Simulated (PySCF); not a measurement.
## Nb³⁺ (niobium, charge +3) across methods

[Kr] 4d2, high-spin 3F determinant. Calculation: PySCF 2.14, in x2c-TZVPPall with one added diffuse shell each of s, p, d, f type (9s7p7d3f1g, 95 functions); scalar relativity by spin-free X2C-1e.

| method | E (hartree) | mean ε 4p α (eV) | mean ε 4p β (eV) | mean ε 4d α (eV) | Σ⟨r²⟩ (bohr²) | ⟨S²⟩ |
| --- | --- | --- | --- | --- | --- | --- |
| LDA | -3812.99 | -65.314 | -63.978 | -31.614 | 25.24 | 2.000 |
| UHF | -3815.64461 | -75.346 | -71.671 | -37.515 | 25.21 | 2.005 |
| PBE | -3817.22 | -65.197 | -63.753 | -31.728 | 25.23 | 2.001 |
| PBEsol | -3815.05 | -65.174 | -63.752 | -31.625 | 25.21 | 2.001 |
| B3LYP | -3817.67 | -67.404 | -65.652 | -33.006 | 25.23 | 2.001 |
| BLYP | -3817.74 | -64.952 | -63.591 | -31.552 | 25.29 | 2.001 |
| PW91 | -3817.89 | -65.271 | -63.845 | -31.793 | 25.22 | 2.001 |
| PBE0 | -3817.31 | -68.036 | -66.088 | -33.376 | 25.16 | 2.001 |

Task: Estimate the same row for r2SCAN.

Result: E (hartree) = -3817.62; mean ε 4p α (eV) = -66.162; mean ε 4p β (eV) = -64.487; mean ε 4d α (eV) = -32.057; Σ⟨r²⟩ (bohr²) = 25.15; ⟨S²⟩ = 2.002.
